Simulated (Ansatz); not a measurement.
ClGeH3O2 (`[OH][GeH]([OH])[Cl]`) from Hartree–Fock to CCSD(T)

```xyz
7

O     0.120    1.219    0.875
Ge    0.244   -0.007   -0.385
O    -1.381   -0.465   -0.854
Cl    1.291   -1.668    0.500
H     0.720    1.055    1.607
H     0.970    0.453   -1.642
H    -1.965   -0.588   -0.100
```

The species carries charge 0 and has multiplicity 1. Correlated methods include outer-core shells of Ge, which these sets cover unevenly. Scalar relativity is left out up to krypton. The geometry is a stationary point of PBE0-D4/def2-TZVP. It is one conformer, not always the lowest. Frozen core, restricted reference, the Gaussian-basis code of Ansatz.

```csv
basis,HF (Eh),MP2 corr.
def2-SVP,-2685.90622,-0.73576
def2-TZVPP,-2686.53140,-0.92388
def2-QZVPP,-2686.59387,-1.24666
```

**Question.** Estimate the CCSD correlation energy and the (T) correction in each basis where they were run (hartree).

**Answer.** 
```csv
basis,CCSD corr.,(T)
def2-SVP,-0.75315,-0.01744
def2-TZVPP,-0.94184,-0.03551
def2-QZVPP,-1.24000,-0.04439
```
